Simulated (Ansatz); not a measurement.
Consider the formal exchange of groups at a Zn–O bond: `O[SiH2][O][ZnH]` + `BCl` → `Cl[BH][ZnH]` + `O[SiH2]O`.

Program: Ansatz. Geometries: PBE0-D4/def2-TZVP. ΔE: electronic, gas phase. CCSD(T)/CBS adds triple-zeta CCSD(T) − MP2 to the extrapolated MP2 energy (def2 sets, frozen cores). This one scheme is used for every species. Functionals use def2-TZVPP. B3LYP here is the variant with VWN-RPA as its local correlation; programs differ in this. For Zn outer-core shells are correlated without core-valence functions, which leaves a few kJ/mol of doubt a bond. Scalar relativity is left out up to krypton. One conformer a species, not always the lowest.

| level | ΔE (kJ/mol) | difference from CCSD(T)/CBS |
| --- | --- | --- |
| PBE-D4 | 83.2 | -19.2 |
| r2SCANh-D4 | 99.7 | -2.7 |
| CAM-B3LYP-D4 | 102.4 | 0.0 |
| PBE-QIDH | 99.6 | -2.8 |
| B3LYP | 95.5 | -6.9 |
| HF/def2-SVP | 122.8 | 20.4 |
| HF/def2-TZVPP | 116.0 | 13.6 |
| SCS-MP2/def2-TZVPP | 110.5 | 8.1 |
| SCS-MP2/def2-QZVPP | 111.0 | 8.6 |
| HF/CBS(def2) | 120.0 | 17.6 |
| CCSD(T)/CBS | 102.4 | 0 |

Largest T1 diagnostic among the species: 0.015.

From BLYP to BHLYP (50 % exact exchange), in def2-TZVPP and without D4, ΔE moves by +12.8 kJ/mol. Leaving LDA and LC-ωPBE aside and taking each functional with its dispersion term where it has one, the values, not all of them listed here, spread over 23.1 kJ/mol, from PBE-D4 to BHLYP-D4.

CCSD(T)/CBS has its own doubt, a few kJ/mol and more with outer-core shells, so smaller differences from it don't rank the levels.
